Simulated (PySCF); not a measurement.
## BePb and its ions

PBE0; PySCF, scalar-relativistic core potentials, basis sets Be aug-cc-pVDZ, Pb aug-cc-pVDZ-PP with ECP60. Neutral (UKS): triplet (π ↑↑), Re = 2.412 Å, ωe = 417 cm⁻¹, De = 1.15 eV, HOMO -5.05 eV, LUMO -2.89 eV.

BePb⁺ (UKS): doublet (π ↑), Re = 2.620 Å, ωe = 325 cm⁻¹. The energies at the minima are -207.51024 hartree for BePb and -207.25957 for BePb⁺.

Question: Work out the adiabatic ionisation energy, without and with harmonic zero-point energies (1 hartree = 27.2114 eV, 1 eV = 8065.5 cm⁻¹), and the change of the bond length.

Answer: At PBE0: 0.25067 hartree = 6.821 eV between the minima; the zero-point term (325.0 − 417.0)/2 cm⁻¹ = -0.006 eV makes it 6.815 eV. Re changes by +20.8 pm against the neutral. The electron leaves a π orbital, and the longer bond of the ion fits a bonding orbital, or a change in how ionic the bond is.

BePb⁻ (UKS): quartet (σ ↑, π ↑↑), Re = 2.502 Å, ωe = 367 cm⁻¹, De = 1.31 eV to Be + Pb⁻. The energies at the minima are -207.51024 hartree for BePb and -207.56433 for BePb⁻.

Question: Work out the adiabatic electron affinity, without and with harmonic zero-point energies (1 hartree = 27.2114 eV, 1 eV = 8065.5 cm⁻¹), and the change of the bond length.

Answer: At PBE0: 0.05409 hartree = 1.472 eV between the minima; the zero-point term (417.0 − 367.0)/2 cm⁻¹ = +0.003 eV makes it 1.475 eV. Re changes by +9.0 pm against the neutral. The electron enters a σ orbital; the charge polarises the partner, so the anion is bound more strongly.

These are scalar-relativistic numbers at best; spin–orbit coupling would shift them, the dissociation energy most. For an ion De counts to the pair picked by the measured ionisation energies or electron affinities, which need not be the lowest pair at this level. The highest Kohn–Sham level is positive in this anion. Much of that is self-interaction error, but it also means that the finite basis helps to hold the extra electron. States were picked by a PBE0 search and need not be the measured ground states.
